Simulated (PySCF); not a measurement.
## Electron correlation in B (boron, neutral)

[He] 2s1 2p1 3s1, high-spin 4P determinant (an excited configuration). Calculation: PySCF 2.14, in aug-cc-pVQZ-DK; scalar relativity by spin-free X2C-1e. Frozen: 1s2; 3 electrons correlated.

| level | correlation energy (mhartree) |
| --- | --- |
| CCSD | -10.32 |
| (T) | -0.10 |
| CCSD(T) | -10.42 |

Diagnostics: T1 = 0.0099, D1 = 0.0228, largest double amplitude 0.041.

**Question.** Is a single reference adequate?

**Answer.** Yes: T1 lies below 0.03 and no double amplitude reaches 0.07.
